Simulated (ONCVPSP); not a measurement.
**How hard is this tungsten ONCV potential?**

* Element: W (Z = 74)
* Generator: ONCVPSP 4.0.1
* Type: optimised norm-conserving Vanderbilt (ONCV)
* Functional: PBE
* Relativity: fully relativistic
* Frozen core: [Kr] 4d10 4f14 5s2
* Valence charge: 12
* Reference configuration: 5p6 5d4 6s2
* Partial waves: 6s: rc 2.15 bohr, ncon 3, nbas 6, qcut 3.9 1/bohr, 3 projectors, debl 3.4 Ha; 5p: rc 2.00 bohr, ncon 4, nbas 9, qcut 6.7 1/bohr, 1 projector; 5d: rc 2.90 bohr, ncon 3, nbas 7, qcut 5.6 1/bohr, 2 projectors, debl 2.6 Ha
* Local potential: polynomial inside 1.60 bohr (lpopt 5, dvloc0 3 Ha)
* Core correction: Teter function, fcfact 3.75, rcfact 1.75

Open shells are filled in proportion to 2j + 1.

Problem. For each optimised wave give the share of its norm inside rc, the residual kinetic energy above qcut (Ha) and the cutoffs (Ha) for errors of 10, 1, 0.1 and 0.01 mHa per electron.

Solution.

| wave | norm inside rc | residual KE | 10 mHa | 1 mHa | 0.1 mHa | 0.01 mHa |
| --- | --- | --- | --- | --- | --- | --- |
| 6s | 0.170 | 1.3e-04 | 2.0 | 3.4 | 10.2 | 42.2 |
| s projector 2 | 0.132 | 5.7e-03 | 7.0 | 15.7 | 34.8 | 40.5 |
| s projector 3 | 0.126 | 2.7e-01 | 14.1 | 26.3 | 49.1 | 58.5 |
| 5p j=3/2 | 0.930 | 3.5e-07 | 8.5 | 10.8 | 12.8 | 14.8 |
| 5p j=1/2 | 0.960 | 2.5e-08 | 10.6 | 13.5 | 16.1 | 18.2 |
| 5d j=5/2 | 0.822 | 9.3e-08 | 8.0 | 10.2 | 11.9 | 13.2 |
| d projector 2 j=5/2 | 0.211 | 2.0e-06 | 10.0 | 12.0 | 13.4 | 14.8 |
| 5d j=3/2 | 0.850 | 1.2e-07 | 8.2 | 10.3 | 12.1 | 13.3 |
| d projector 2 j=3/2 | 0.212 | 2.7e-06 | 10.2 | 12.2 | 13.6 | 14.9 |

The occupied waves need 14 Ha and 16 Ha for 1 and 0.1 mHa. Note: ghosts flagged at negative energy: s at -28.0 eV; GHOST(+) flagged for s at 388.3 eV. A true bound ghost makes a file unfit for plane-wave use. 2 of 4 tests not solved or not reliable.
